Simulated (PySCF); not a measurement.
CH6O2Sn, SMILES C[O][SnH2][OH].

Coordinates come from a PBE-D3(BJ)/def2-SVP optimisation. The structure was generated by enumeration; whether it is a known compound was not checked. The def2 effective core potentials stand for the cores of Sn; spin–orbit coupling is left out. Other conformers were not sampled.

Computed with PBE-D3(BJ)/def2-SVP (PySCF).

Frequencies are harmonic and unscaled.

Computed normal modes with their intensities:
```tsv
mode	ν (cm⁻¹)	IR (km/mol)	moving atoms (share of kinetic energy)
1	63	2.5	O 45 %, H 27 %, C 24 %
2	104	1.7	H 89 %, O 9 %
3	162	10.2	O 54 %, H 26 %, C 17 %
4	197	25.1	H 49 %, O 26 %, C 17 %, Sn 8 %
5	253	100.1	H 64 %, O 27 %
6	424	47.1	H 83 %
7	503	5.2	H 81 %, O 11 %
8	537	36.2	O 65 %, H 21 %, Sn 9 %
9	588	79.8	O 84 %, Sn 13 %
10	614	114.6	H 97 %
11	630	65.3	H 97 %
12	849	79.3	H 93 %
13	1080	181.7	O 49 %, C 45 %
14	1130	1.0	H 76 %, C 19 %
15	1147	1.0	H 72 %, C 20 %
16	1413	3.7	H 96 %
17	1415	13.0	H 92 %
18	1428	24.5	H 94 %
19	1853	82.2	H 100 %
20	1885	157.6	H 99 %
21	2883	103.6	H 97 %
22	2947	55.4	H 91 %, C 9 %
23	3001	35.9	H 91 %, C 9 %
24	3711	46.1	H 94 %
```
